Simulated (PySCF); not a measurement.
Several structures and their simulated spectra, in scrambled order.

A. SMILES CCc1ccncc1
B. SMILES C=C(CC)/C(C)=C\C(F)F
C. `CC1(C)C=C[SiH2]N1`

Spectrum 1. 1H NMR (500 MHz, computed): δ 7.10 (d, 1H), 5.94 (m, 1H), 5.51 (m, 2H), 1.29 (s, 6H), -0.20 (br s, 1H). 13C{1H} NMR (computed): δ 168.1 (CH), 127.2 (CH), 67.2 (C), 33.8 (CH3).

Spectrum 2. 1H NMR (500 MHz, computed): δ 6.50 (m, 1H), 5.77 (m, 1H), 5.54 (m, 1H), 5.49 (m, 1H), 2.12 (q, 2H), 2.09 (s, 3H), 1.24 (t, 3H). 13C{1H} NMR (computed): δ 158.8 (C), 158.7 (C), 128.9 (CH), 125.2 (CH2), 119.9 (CH), 31.9 (CH2), 25.4 (CH3), 21.3 (CH3).

Spectrum 3. 1H NMR (500 MHz, computed): δ 8.90 (d, 2H), 7.23 (d, 2H), 2.64 (q, 2H), 1.23 (t, 3H). 13C{1H} NMR (computed): δ 159.8 (C), 156.1 (CH), 127.9 (CH), 34.8 (CH2), 22.1 (CH3).

Computed data (PySCF): σ from GIAO-PBE0/pcSseg-1, geometry from GFN2-xTB. Rapidly exchanging positions averaged, no relativistic terms, a single conformation, no solvent model.

Scale: 1H (31.72 ppm), 13C (186.93 ppm) against TMS (reference shieldings calculated alike). Splittings of carbon signals by F and P are missing where no couplings were computed. Where no couplings were computed, multiplicities follow the n + 1 count of equivalent neighbours, and m marks all less simple cases (inequivalent or close neighbours, rings, F or P nearby). Shifts are as computed. Against solution values, carbons near 30 ppm lie about +3 ppm off and those near 130 ppm about +5 ppm. Of 1211 compounds with measured shifts, 218 miss one by over three times the rms of a fit or turn the order of signals round; such compounds aren't used in these exercises. OH and NH positions are gas-phase values without hydrogen bonding to other molecules.

Match each spectrum to its structure.

## Answers

1–C, 2–B, 3–A.

- Spectrum 1 (C): 4 13C signals; δC 127.2 is an alkene CH; δC 67.2 is an allylic fully substituted sp3 carbon bonded to N.
- Spectrum 2 (B): 8 13C signals; δC 158.8 is a fully substituted alkene carbon; δC 158.7 is a fully substituted alkene carbon.
- Spectrum 3 (A): 5 13C signals; δC 156.1 is an aromatic CH next to a ring nitrogen; δC 127.9 is an aromatic CH.
